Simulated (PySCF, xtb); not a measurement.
C₄H₄ClF, SMILES ClC(=C=CF)C.

Harmonic wavenumbers (cm⁻¹) from GFN2-xTB (xtb 6.7.1) at its own minimum, in rising order: 98, 125, 145, 263, 288, 386, 466, 533, 628, 763, 911, 1024, 1049, 1083, 1205, 1385, 1417, 1449, 1465, 2058, 3018, 3030, 3042, 3053.

Task: What does PBE-D3(BJ)/def2-SVP (PySCF) give at its own minimum? (The exact figures need the calculation; the answer reports its results.)

Result: 104, 124, 186, 276, 301, 419, 480, 555, 650, 809, 895, 996, 1055, 1090, 1230, 1331, 1382, 1388, 1435, 2027, 2975, 3057, 3091, 3095. Paired by order, the mean absolute difference is 28 cm⁻¹ and the zero-point energies are 41.3 and 41.4 kcal/mol.
